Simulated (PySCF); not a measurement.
Ionisation energy of Cd by level of theory

Cd [Kr] 4d10 5s2 (1S) → Cd⁺ [Kr] 4d10 5s1 (2S), as a difference of total energies. All numbers are calculated (PySCF 2.14, a scalar-relativistic core potential, in aug-cc-pVDZ-PP with ECP28MDF (5s5p4d2f, 54 functions)). Correlated levels: valence: 4s2 4p6 frozen. The calculations carry no spin-orbit coupling.

| method | ionisation energy (eV) |
| --- | --- |
| UHF | 7.401 |
| MP2 (valence) | 8.871 |
| SCS-MP2 (valence) | 8.847 |
| CCSD (valence) | 8.759 |
| CCSD(T) (valence) | 8.858 |

Question: How much does correlation contribute at CCSD(T) (valence)?

Answer: 8.858 − (7.401) = 1.457 eV, measured against UHF.

Errors of the correlated levels include the incompleteness of this basis and the frozen core.

For comparison: 8.994 eV (measured; NIST Atomic Spectra Database, ionization energies).
